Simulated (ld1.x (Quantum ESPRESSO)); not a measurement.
## Pb (Z = 82): one change to a TM potential, before and after

ld1.x (Quantum ESPRESSO) 7.5 input, shortened:

```
&input
   title='Pb', zed=82., rel=2, dft='PBESOL', iswitch=3,
   config='[Xe] 4f14 5d10 6s2 6p0 6d-2', rel_dist='average'
 /
 &inputp
   pseudotype=2, tm=.true., lloc=2,
   nlcc=.true., rcore=1.30
 /
3
6S  1  0   2.00   0.00  2.05  2.05  0.0
6P  2  1   0.00   0.00  2.05  2.05  0.0
6D  3  2  -2.00   0.05  2.15  2.15  0.0
 &test
   configts(1)='6s2 6p0'
 /
```

Open shells are filled in proportion to 2j + 1 (rel_dist='average').

All-electron outer shells of the reference configuration (PBEsol, scalar-relativistic, ld1.x):

```
shell  level (eV)  outermost node (bohr)  outermost maximum (bohr)
   6s      -27.52                   1.01                      1.93
   6p      -17.15                   1.18                      2.38
```

Change: wave 6s (bound): rc 2.05 bohr becomes 6s (bound): rc 2.56 bohr.

Cutoffs: the cutoffs (Ry, on a coarse ladder) from which the occupation-weighted sum of valence levels, in a spherical-Bessel basis at the reference potential, stays within 10 and 1 mRy of its value at 400 Ry; they do not see the model core or the augmentation charge, which bear on the density cutoff. Errors are all-electron minus pseudo energies relative to the spin-unpolarised reference configuration.

**Question.** Predict the effect on cutoff, ghosts and configuration errors.

**Answer.** The potential gets softer (21 Ry and 35 Ry → 18 Ry and 25 Ry); both files keep a bound ghost (p, s); of the 7 tests that both files solve, the error grows in 3 and shrinks in 0 by more than 15 % and 0.3 meV (median size 47.9 → 79.9 meV). A larger radius leaves more room for a smooth pseudo-wave, so fewer plane waves are needed. More of the atom is replaced by a form fitted at one configuration, so other configurations suffer.

| quantity | base | changed |
| --- | --- | --- |
| cutoff, loose | 21 Ry | 18 Ry |
| cutoff, tight | 35 Ry | 25 Ry |
| bound ghosts | s, p3/2, p1/2 | s, p3/2, p1/2 |
| error for 6s2 6p2, meV [ΔE -20.33 eV] | -113 | -110 |
| error for 6s2 6p1, meV [ΔE -13.61 eV] | -46 | -45 |
| error for 6s1 6p0, meV [ΔE 32.48 eV] | -203 | -226 |
| error for 6s1 6p2, meV [ΔE -4.21 eV] | -16 | -28 |
| error for 6s0 6p4, meV [ΔE -2.78 eV] | -48 | -101 |
| error for 6s2 6p1.5, meV [ΔE -17.77 eV] | -83 | -80 |
| error for 6s1 6p3, meV [ΔE -11.73 eV] | -46 | -56 |

 A true bound ghost makes a file unfit for plane-wave use even where its test errors are small: the radial tests pick states by their node count and pass the ghost by.
